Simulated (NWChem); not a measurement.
System: CF$_{2}$I, doublet; SMILES F[C](I)F

The following NWChem deck was run.

```
start job
memory heap 200 mb stack 900 mb global 1100 mb
geometry units angstroms noautoz
  F     -0.082833     1.914946    -1.073215
  C      0.335478     1.295438     0.000000
  F     -0.082833     1.914946     1.073215
  I     -0.015159    -0.811391     0.000000
end
basis spherical
  * library def2-svp
end
ecp
  I library def2-ecp
end
dft
  odft
  mult 2
  xc revpbe cpbe96
  iterations 150
  mulliken
end
task dft energy
```

In the optimisation the excess spin sits in a' (Cs, its own frame). Structure relaxed at the PBE0/def2-SVP, spin-unrestricted level. No stability test was run on the SCF state. def2 effective core potentials on I; no spin-orbit coupling.

Question: What results follow from this input? (revPBE/def2-SVP with def2 effective core potentials on I, spin-unrestricted.) Quantities: energy (Ha); highest occupied level (eV); lowest empty minus highest occupied level, either spin (eV); dipole (D); <S²>.

Answer: The energy (Ha) is -535.20 and the highest occupied level (eV) is -5.22. The lowest empty minus highest occupied level, either spin (eV) comes out as 1.78 and the dipole (D) is 0.15. The <S²> is 0.752.
